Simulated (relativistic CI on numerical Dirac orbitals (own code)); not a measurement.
Co⁴⁺ in a cubic cluster: 2p photoemission with charge transfer

Computed with a charge-transfer multiplet model of a cubic metal-ligand cluster with up to one ligand hole, Slater and spin-orbit integrals from Dirac-Coulomb-Breit ions, Slater integrals scaled by 0.8. The ground state mixes d5 with configurations of k ligand holes L, whose averages lie at kΔ + k(k − 1)U_dd/2; a core hole lowers each added d electron by U_cd. 300 K, Lorentzian 0.6 eV and Gaussian 0.8 eV FWHM.

Atomic integrals in eV (Slater integrals scaled, ζ unscaled), ground: F2dd 10.866, F4dd 6.824, zeta_d 0.080; with the core hole: F2dd 12.169, F4dd 7.677, zeta_d 0.112, zeta_core 9.655, F2cd 7.386, G1cd 5.771, G3cd 3.286.

Cluster parameters (eV): Δ = 1.1, U_dd = 7.2, U_cd = 9.3, 10Dq = 1.8, 10Dq(ligand) = 1, final-state hopping factor = 0.8.

```csv
Case,n_d,d5,d6L,S
"V(eg) = 0.6 eV, V(t2g) = -0.29 eV",5.05,0.95,0.05,2.50
"V(eg) = 1.2 eV, V(t2g) = -0.58 eV",5.14,0.86,0.14,2.50
"V(eg) = 1.5 eV, V(t2g) = -0.72 eV",5.18,0.82,0.18,2.50
```

Weights, n_d and S are thermal averages at 300 K. Binding energies count from the first peak over 30 % of the highest in each spectrum, which can be another peak from case to case. The parameters are a model scan and need not match a compound or its usual spin state. Peaks in eV (height, largest 100):
- V(eg) = 0.6 eV, V(t2g) = -0.29 eV: -3.8 (18), 0.0 (100), 1.6 (79), 2.7 (55), 8.0 (16), 11.5 (10), 13.7 (9), 16.9 (50), 18.6 (54), 23.1 (6)
- V(eg) = 1.2 eV, V(t2g) = -0.58 eV: 0.0 (60), 2.3 (29), 4.5 (100), 6.1 (82), 12.4 (18), 15.2 (27), 17.4 (24), 21.4 (50), 23.1 (53), 27.5 (7)
- V(eg) = 1.5 eV, V(t2g) = -0.72 eV: 0.0 (85), 2.3 (37), 4.9 (100), 6.4 (82), 12.8 (20), 15.1 (40), 16.2 (37), 21.7 (49), 23.4 (52), 27.8 (7)

Curve for V(eg) = 0.6 eV, V(t2g) = -0.29 eV (points under 2 left out, the grid thinned):

```
E (eV)  Intensity
  -6.9        2.1
  -6.2        4.2
  -5.5        7.0
  -4.7       10.5
  -4.0       17.1
  -3.3       15.3
  -2.6       11.3
  -1.9       12.7
  -1.2       19.4
  -0.4       71.6
   0.3       86.7
   1.0       52.9
   1.7       79.4
   2.4       54.9
   3.2       46.4
   3.9       25.9
   4.6       14.0
   5.3        9.1
   6.0        6.4
   6.7        7.9
   7.5       13.4
   8.2       15.7
   8.9       13.0
   9.6        9.7
  10.3        8.6
  11.1        9.6
  11.8        9.7
  12.5        8.3
  13.2        8.4
  13.9        8.8
  14.6        6.9
  15.4        7.9
  16.1       18.8
  16.8       48.3
  17.5       33.4
  18.2       40.8
  19.0       44.3
  19.7       14.7
  20.4        7.5
  21.1        4.3
  21.8        4.2
  22.5        5.3
  23.3        6.3
  24.0        3.6
  24.7        2.0
```

For the case V(eg) = 1.5 eV, V(t2g) = -0.72 eV, Δ = 1.1 eV is smaller than U_dd = 7.2 eV, the charge-transfer side of the Zaanen-Sawatzky-Allen scheme. With the core hole the average of the configuration with one ligand hole lies at Δ − U_cd = -8.2 eV before mixing: it lies below the unscreened one, so the lowest final states are mostly screened and the unscreened weight appears at higher binding energy as a satellite.

With at most 1 ligand hole the space is cut while the next configuration still counts, so covalency is underestimated, and a final configuration with one more ligand hole, which can lie low, is missing from the spectra.
